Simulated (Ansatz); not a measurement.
A made-up structure of Al2H3SO (charge -1), singlet:

O1  (0.534, -1.155, -1.411)
Al2  (-0.028, 0.641, -0.138)
Al3  (0.857, -1.528, 0.768)
S4  (-1.726, 1.072, -0.081)
H5  (-1.935, 2.411, 0.029)
H6  (0.861, 1.988, -0.262)
H7  (1.374, -3.032, 1.127)
(Å)

It is relaxed with PBE-D4/def2-SVPD and then PBE0-D4/def2-TZVPD (Ansatz 0.2.0). Atoms count as bonded within 1.22 times the sum of their covalent radii (H–H: 0.88 Å). The end point is not checked to be a true minimum.

(1) Does its bonding change? (A judgement: the text doesn't fix the answer.)

Results:

(1) Computed: No: no bond forms or breaks.

Where it ends: The first stage lowers the energy by 5.00 eV in 10 steps. It ends as Al₂H₃SO ([SH][AlH]1[O][AlH]1), total charge -1:
O1  (0.509, -0.960, -0.784)
Al2  (0.090, 0.580, -0.090)
Al3  (0.957, -1.582, 0.785)
S4  (-2.112, 1.138, -0.057)
H5  (-1.862, 2.447, -0.219)
H6  (0.915, 1.933, -0.376)
H7  (1.441, -3.159, 0.774)
(Å)

Labels in which every atom is bracketed show which atoms are joined, not bond orders.

For scale, one of the runs: PBE0-D4/def2-TZVPD relaxation, 199 basis functions, launched by `ansatz run in.yaml --threads 2 --pin off --events-out ev --progress --plain --max-ram 4352MiB`. Hardware: 2 CPU threads of an Intel Xeon 6975P-C, shared host. Wall time about 55 s.
